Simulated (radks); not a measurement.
The numbers below are computed, except where a source is named.
Fractional charge and spin in the 2s shell of neon: the spin-up occupation runs from 0 to 1 and the spin-down occupation from 0 to 1; the fullest corner is Ne+, [He] 2p(up 2.5, down 2.5) 2s(up 1, down 1). Level of theory: scalar-relativistic Kohn-Sham, PBEsol, spin-polarised, spherical densities, finite nucleus; Fermi nuclear charge, rms radius of each element as measured or else 0.836 A^(1/3) + 0.57 fm (a radial shooting solver on a logarithmic mesh with Libxc functionals). Energy (eV) minus the two flat planes that join the four corners (they meet along the diagonal where the two added fractions sum to one electron); zero is where a piecewise linear energy would lie.

| down \ up | 0 | 0.25 | 0.5 | 0.75 | 1 |
|---|---|---|---|---|---|
| 0 | 0.000 | -2.177 | -2.890 | -2.157 | 0.000 |
| 0.25 | -2.177 | -2.719 | -1.828 | 0.476 | -1.976 |
| 0.5 | -2.890 | -1.828 | 0.634 | -1.670 | -2.618 |
| 0.75 | -2.157 | 0.476 | -1.670 | -2.471 | -1.951 |
| 1 | 0.000 | -1.976 | -2.618 | -1.951 | 0.000 |

Corners above the fullest one (they belong to Ne2+ and the next ion): (up 1, down 0) 65.747 eV, (up 0, down 1) 65.747 eV, (up 0, down 0) 156.08 eV. With half an added electron in each spin the energy lies 0.634 eV from the planes, and with half an added electron in spin up alone -2.890 eV. The planes are only a guide here: the flat-plane condition holds for ground states with one frontier orbital, while this shell lies below other occupied shells, so the corners above the fullest one are inner-hole states and not the ground states of those ions.
